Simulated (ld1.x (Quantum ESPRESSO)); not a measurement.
## titanium TM: all-electron and pseudo phase curves

titanium, norm-conserving Troullier–Martins (Kleinman–Bylander form), made with ld1.x (Quantum ESPRESSO) 7.5 (PW91, fully relativistic). Core [Ne], reference 3s2 3p6 3d2 4s2 4p0. Waves: 3p (bound): rc 1.50 bohr; 3d (bound): rc 1.75 bohr; 3s (bound): rc 1.45 bohr. Local part: the s channel. Core correction: a·sin(br)/r model core inside 0.75 bohr.

Open shells are filled in proportion to 2j + 1 (rel_dist='average').

Occupied shells without a wave of their own: 4s. They enter only through the test configuration that unscreens the potential, and ld1.x also counts them in the model core charge.

The phase is arctan(r·u′/u) with u = r·R(r), unwrapped; energies in Ry, scanned from -7 to 5 Ry. A pole is an energy at which the radial function vanishes at the test radius. The pseudo phase is shifted by a multiple of π to meet the all-electron one at the reference energy, and phase errors are pseudo minus all-electron; the curves can meet again beyond the range given. Levels narrower than the energy grid can be missing from the lists of poles.

**Question.** For each channel, where are the poles, and over which energies does the pseudopotential scatter like the atom?

**Answer.**

| channel | radius (bohr) | reference energy (Ry) | poles, all-electron | poles, pseudo | unbroken range about the reference energy with phases within 0.05 rad | phase error 1 Ry above the reference energy (rad) |
| --- | --- | --- | --- | --- | --- | --- |
| s | 1.90 | -4.60 | -4.23 | -4.23 | below -0.6 | -0.003 |
| p1/2 | 1.90 | -2.89 | -2.35 | -2.36 | below 1.0 | -0.003 |
| p3/2 | 1.90 | -2.84 | -2.29 | -2.29 | below 1.1 | -0.003 |
| d3/2 | 1.90 | -0.32 | 0.66 | 0.66 | below 4.0 | -0.000 |
| d5/2 | 1.90 | -0.32 | 0.67 | 0.66 | below 4.0 | -0.000 |

The potential misses its own reference levels by up to 0.4 eV. ld1.x takes every shell without a wave as core, so the model core holds the 4s electrons as well and exchange and correlation see them twice. This cancels in the reference configuration, but the file is broken for other ones, and its errors say nothing about a proper core correction.

Phases in the d5/2 channel:

```csv
E (Ry),all-electron,pseudo
-7.00,1.369,1.369
-6.74,1.365,1.365
-6.48,1.361,1.361
-6.22,1.356,1.356
-5.96,1.351,1.351
-5.70,1.346,1.346
-5.44,1.340,1.340
-5.18,1.334,1.333
-4.92,1.327,1.327
-4.66,1.320,1.319
-4.40,1.311,1.311
-4.14,1.302,1.302
-3.88,1.292,1.292
-3.62,1.280,1.280
-3.36,1.267,1.267
-3.10,1.252,1.251
-2.84,1.233,1.233
-2.58,1.211,1.211
-2.32,1.184,1.183
-2.06,1.149,1.148
-1.80,1.101,1.101
-1.54,1.034,1.034
-1.28,0.931,0.930
-1.02,0.751,0.751
-0.76,0.395,0.394
-0.50,-0.272,-0.272
-0.24,-0.917,-0.917
0.02,-1.254,-1.255
0.28,-1.429,-1.429
0.54,-1.533,-1.534
0.80,-1.605,-1.605
1.06,-1.660,-1.660
1.32,-1.706,-1.706
1.58,-1.746,-1.746
1.84,-1.786,-1.785
2.10,-1.825,-1.824
2.36,-1.867,-1.865
2.62,-1.914,-1.910
2.88,-1.968,-1.963
3.14,-2.034,-2.025
3.40,-2.117,-2.103
3.66,-2.228,-2.205
3.92,-2.380,-2.341
4.18,-2.593,-2.528
4.44,-2.884,-2.783
4.70,-3.237,-3.102
4.96,-3.579,-3.439
```
